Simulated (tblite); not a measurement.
Compound: C8H13OP.
Structure used (GFN2-xTB), in Å, numbered top down from 1:
```
atom  x, y, z in Å
C1    -3.1474    0.4552   -0.0843
C2    -1.8311    0.4250   -0.2292
C3    -1.0338    1.4129   -1.0149
P4    -0.9628   -0.9485    0.6010
O5    -1.8340   -1.8596    1.3506
C6     0.1410   -1.7107   -0.6716
C7     1.4097   -0.9286   -0.5523
C8     1.5769   -0.1828    0.5329
C9     2.7827    0.6430    0.8383
C10    0.4524   -0.2047    1.5292
H11   -3.7679    1.2146   -0.5343
H12   -3.6408   -0.3017    0.5032
H13   -0.4511    0.9101   -1.7851
H14   -1.6899    2.1405   -1.4884
H15   -0.3334    1.9391   -0.3677
H16   -0.2834   -1.6895   -1.6771
H17    0.2861   -2.7599   -0.3936
H18    2.1525   -1.0026   -1.3322
H19    2.5121    1.6951    0.9316
H20    3.5310    0.5418    0.0562
H21    3.2202    0.3300    1.7862
H22    0.2320    0.7819    1.9413
H23    0.6743   -0.8736    2.3670
```

Calculated harmonic vibrations of the isolated species, GFN2-xTB (tblite), most abundant isotopes, no scaling. The method is semi-empirical: single wavenumbers can be off by several per cent or more. One conformer, not necessarily the lowest.

Harmonic wavenumbers (cm⁻¹): 43.9, 56.6, 112.3, 128.1, 155.8, 175.7, 245.8, 258.0, 270.3, 304.5, 339.7, 364.9, 418.8, 437.0, 468.2, 578.7, 614.1, 691.1, 745.0, 770.3, 773.0, 788.2, 851.1, 886.9, 914.8, 947.0, 983.3, 1001.2, 1007.7, 1037.7, 1050.9, 1058.2, 1089.5, 1138.3, 1189.1, 1209.0, 1225.7, 1278.6, 1296.7, 1383.6, 1403.6, 1404.2, 1425.6, 1429.3, 1470.0, 1474.0, 1476.6, 1481.8, 1689.8, 1723.5, 2920.7, 2925.4, 2961.1, 2964.2, 2994.5, 3007.4, 3011.1, 3023.0, 3030.2, 3044.2, 3081.1, 3082.7, 3117.0.

A = 1798, B = 925.2, C = 786.1 MHz; mass 156.070 u (most abundant isotopes); point group C1, symmetry number 1.

What is the zero-point energy?

½Σν̃ = 41215 cm⁻¹ = 117.84 kcal/mol.

Entropy at 200 K, 1 bar (ideal gas, RRHO, classical rotation)?

Translation 39.09, rotation 28.70, vibration 23.18: S = 91.0 cal/(mol K).

And Cp and H(200 K) − H(0)?

Cp = 33.68 cal/(mol K), of which vibrations give 25.73 (their classical limit is 63 R = 125.2); H(200 K) − H(0) = 4.15 kcal/mol without the zero-point energy, 2.56 from vibrations.

Blend soft modes into free rotors: weight 1/[1 + (100 cm⁻¹/ν̃)⁴] for the oscillator and the rest for a rotor with moment μB/(μ + B), μ = h/(8π²ν), B = 10⁻⁴⁴ kg m². What vibrational entropy results?

21.56 cal/(mol K) in place of 23.18, which changes −T·S at 200 K by +0.32 kcal/mol.

What must be added to the electronic energy to get the Gibbs energy at 200 K and 1 bar?

ZPE + [H(200 K) − H(0)] − T·S = 117.84 + 4.15 − 18.19 = 103.80 kcal/mol.

Which modes carry the vibrational entropy at 200 K?

43.9 cm⁻¹: 4.29; 56.6 cm⁻¹: 3.79; 112.3 cm⁻¹: 2.46; 128.1 cm⁻¹: 2.22; 155.8 cm⁻¹: 1.86; 175.7 cm⁻¹: 1.65 cal/(mol K); the other 57 give 6.91 together.

Hindered rotation and anharmonicity are outside this model. Other conformers, if any are populated, would add a mixing term that is left out. The structure is chiral; the term R ln 2 for an equal mix with its mirror image is left out.

Hardware: one thread of an Arm Neoverse V1, on a shared host. Cost: 1.2 s wall. The figure is for the frequency step alone.
